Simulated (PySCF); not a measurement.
Relaxation of triplet RuSI₂

Method: UPBE in PySCF with Ru def2-SVP with ECP28, S def2-SVP, I def2-SVP with ECP28; scalar-relativistic core potentials, no spin–orbit coupling; density-fitted integrals. A (50,194) grid was used.

A hand-made T-shaped (ligand arrangement 1) start, of Cs symmetry, held to at least that symmetry:

Coordinates in bohr (charge 0 multiplicity 3):
```
Ru   -1.2710    0.0000   -1.6629
S    -5.1992    0.0000   -1.5257
I    -1.2710    0.0000    3.2126
I     3.6015    0.0000   -1.4928
```

Optimiser trace:
```csv
step,E − E(last) (kJ/mol),largest gradient (Eh/bohr)
0,100.03,0.01721
1,89.75,0.01672
2,65.60,0.02924
3,60.19,0.01897
4,43.47,0.02198
5,23.03,0.02441
6,9.12,0.01460
7,0.95,0.00358
8,0.57,0.00245
9,0.46,0.00222
10,0.33,0.00251
11,0.05,0.00178
12,0.01,0.00088
13,0.00,0.00024
14,0.00,0.00003
```

It ends at C2v with Ru–I 2.527 Å (×2), Ru–S 2.063 Å; I–Ru–I 128.9°, I–Ru–S 115.6° (×2) (after a last refinement on a finer grid). The frequency run here used a shortcut that can spoil soft modes, so no verdict on minimum or saddle point is given. Other isomers or separated fragments may lie lower.

With open d or f shells other occupations or spin states may lie lower. Spin–orbit coupling, left out here, can matter for elements this heavy.

The relaxation took roughly 3 core-minutes on a shared host.
